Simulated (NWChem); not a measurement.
System: C5H6; SMILES C(C)#CC=C

Computed with NWChem. The geometry was optimised at PBE0/def2-SVP. Level PBE/def2-SVP: energy and gradient on several grids; changes count from the extra-fine grid, which is no exact limit either.

Problem. Which is the coarsest grid (fine; xcoarse; xfine; coarse; medium) from which on the energy stays within 50 μHa and each gradient component within 100 μHa/bohr of xfine?

Solution. medium.
```
grid     size of the energy change (μHa)  largest change of a gradient component (μHa/bohr)  time, medium = 1 (rough)
-------  -------------------------------  -------------------------------------------------  ------------------------
xcoarse                             5000                                              10000                   about 1
coarse                               100                                                200                   about 1
medium                              < 10                                               < 30                   about 1
fine                                < 10                                               < 30                   about 1
xfine                               < 10                                               < 30                         3
```
